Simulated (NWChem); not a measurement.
System: CH₇NO₂Si; SMILES CO[SiH](N)O

Input file for NWChem:

```
start job
memory heap 200 mb stack 900 mb global 1100 mb
geometry units angstroms
  Si     0.372765    -0.087358     0.512338
  N      1.577330    -0.288990    -0.700008
  O      0.428594     1.528886     0.726696
  O     -1.061700    -0.689723     0.042237
  C     -1.751972    -0.481045    -1.154391
  H      0.480970    -0.807580     1.772824
  H      1.779260    -1.223647    -1.014152
  H      2.430364     0.235479    -0.599919
  H     -0.243407     1.951027     1.253326
  H     -2.657996    -1.089034    -1.129519
  H     -1.141730    -0.775095    -2.010884
  H     -2.027264     0.570746    -1.269751
end
basis spherical
  * library def2-svp
end
dft
  xc pbe0
  iterations 150
end
driver
  maxiter 120
end
task dft optimize
```

No frequency run checked for a minimum.

The level has its own optimisation. Brackets give each atom's bonded neighbours.

**Question.** Give the results of this calculation. (PBE0/def2-SVP.) Quantities: r N–Si (Å); r O–Si [O(HSi)–Si(HNOO)] (Å); r O–Si [O(CSi)–Si(HNOO)] (Å); r H–Si (Å); dipole (D).

**Answer.** 
```yaml
r N–Si (Å): 1.712
r O–Si [O(HSi)–Si(HNOO)] (Å): 1.662
r O–Si [O(CSi)–Si(HNOO)] (Å): 1.657
r H–Si (Å): 1.488
dipole (D): 0.81
```
